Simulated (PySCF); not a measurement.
## Computed properties of In(F)(Br)(OH) (BrFHInO), SMILES [F][In]([OH])[Br]

BrFHInO, SMILES [OH][In]([F])[Br]. The structure is a stationary point at B3LYP-D3(BJ)/def2-SVP. The structure was generated by enumeration; whether it is a known compound was not checked. The def2 effective core potentials stand for the cores of In; spin–orbit coupling is left out. The values are those of a single conformer. All values are computed for the isolated molecule unless a solvent is named; none is compared with measurement here.

**Structure.** The optimised structure has Cs symmetry. All 9 harmonic modes at B3LYP-D3(BJ)/def2-SVP (PySCF) are real, so it is a minimum. With heavy atoms numbered as in [In:1]([F:2])([Br:3])[OH:4], the shortest bond between them is In1–F2 at 1.962 Å and the longest In1–Br3 at 2.464 Å.

**Vibrations.** The strongest infrared lines (harmonic, unscaled, degenerate partners summed) lie at 285 cm⁻¹ (107 km/mol, H 92 %), 3798 cm⁻¹ (82 km/mol, H 94 %), 619 cm⁻¹ (66 km/mol, O 51 %, F 31 %, In 18 %). The softest mode is at 89 cm⁻¹ and the zero-point energy is 9.6 kcal/mol.

**Electronic structure.** r2SCAN/def2-TZVP (PySCF) places the frontier levels at -7.92 and -3.62 eV, a gap of 4.30 eV, and gives a dipole moment of 1.10 D and a mean polarisability of 57.0 bohr³. PBE/def2-TZVP (PySCF) at the same geometry gives -7.58 and -3.81 eV, so its gap is 0.53 eV narrower. An orbital gap is neither the optical nor the fundamental gap.

**Excitations.** TDDFT-M06-2X/def2-SVPD (PySCF) has S1 at 4.98 eV (249 nm, f = 0.002, weak); the most intense of the 10 singlets computed lies at 7.53 eV (f = 0.36). T1 (TDA) is at 4.63 eV. TDDFT-PBE/def2-SVPD (PySCF) puts S1 at 3.88 eV. No vertical singlet excitation falls in the visible range (under 3.1 eV).
